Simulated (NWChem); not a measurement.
Species: BH$_{2}$Cl; SMILES ClB

```xyz
4

B      0.0000     0.0000     1.1839
H      0.0000    -1.0601     1.7525
H      0.0000     1.0601     1.7525
Cl     0.0000     0.0000    -0.5544
```
Atoms are numbered in this order, from 1.

Geometry: optimised at PBE0/def2-SVP.

Symmetry labels are those of C2v in the frame above (b1 and b2, or b-type labels, depend on it).

List the 4 lowest vertical singlet excitations from PBE0/def2-SVPD, TDA (NWChem).


| state | energy (eV) | oscillator strength | symmetry | leading excitation (squared amplitude) |
|---|---|---|---|---|
| S1 | 4.97 | 0.000 | a2 | HOMO → LUMO (1.00) |
| S2 | 7.55 | 0.146 | a1 | HOMO−1 → LUMO (0.93) |
| S3 | 7.62 | 0.000 | a2 | HOMO−3 → LUMO (0.99) |
| S4 | 7.64 | 0.010 | b1 | HOMO−2 → LUMO (0.99) |
